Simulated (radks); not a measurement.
The mean radii <r> (bohr) of the occupied orbitals of an atom or ion are listed with their occupations. All-electron calculation, Dirac Kohn-Sham, PBE, spin-unpolarised, spherical densities, finite nucleus; Fermi nuclear charge, rms radius of each element as measured or else 0.836 A^(1/3) + 0.57 fm. Program: a radial shooting solver on a logarithmic mesh with Libxc functionals.

orbital  occ.      <r>
1s1/2       2  0.01966
2s1/2       2  0.08276
2p1/2       2  0.06873
2p3/2       4  0.07623
3s1/2       2   0.2163
3p1/2       2   0.2061
3p3/2       4   0.2201
3d3/2       4   0.1936
3d5/2       6   0.1979
4s1/2       2   0.4853
4p1/2       2   0.4924
4p3/2       4   0.5235
4d3/2       4   0.5446
4d5/2       6   0.5552
5s1/2       2    1.118
5p1/2       2    1.211
5p3/2       4    1.288
4f5/2       6   0.6424
4f7/2       4   0.6499
6s1/2       1    2.409

Name the element and its charge.

Answer. Z = 70, ytterbium, charge +5: Yb5+ in [Xe] 4f(5/2: 6, 7/2: 4) 6s1. The 1s radius gives Z: for a bare nucleus <r> = (2 gamma + 1)/(2Z) with gamma = sqrt(1 - (Z/c)^2), 0.01942 bohr for Z = 70, and screening makes it slightly larger (0.01966 here). The occupations add up to 65, and the charge is Z minus that.
